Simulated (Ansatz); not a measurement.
CBF$_{5}$O, SMILES `FB(F)OC(F)(F)F`, charge 0, multiplicity 1.

Task: Give a relaxed structure at PBE0-D4/def2-TZVP (Ansatz 0.2.0). (Best estimate.)

Result: Computed: 
```xyz
8

F    -1.665    0.915    0.277
B    -0.992   -0.001    0.932
F    -1.461   -0.486    2.053
O     0.207   -0.489    0.493
C     0.815   -0.083   -0.647
F     0.059   -0.323   -1.715
F     1.089    1.218   -0.618
F     1.947   -0.749   -0.774
```
Point group Cs.
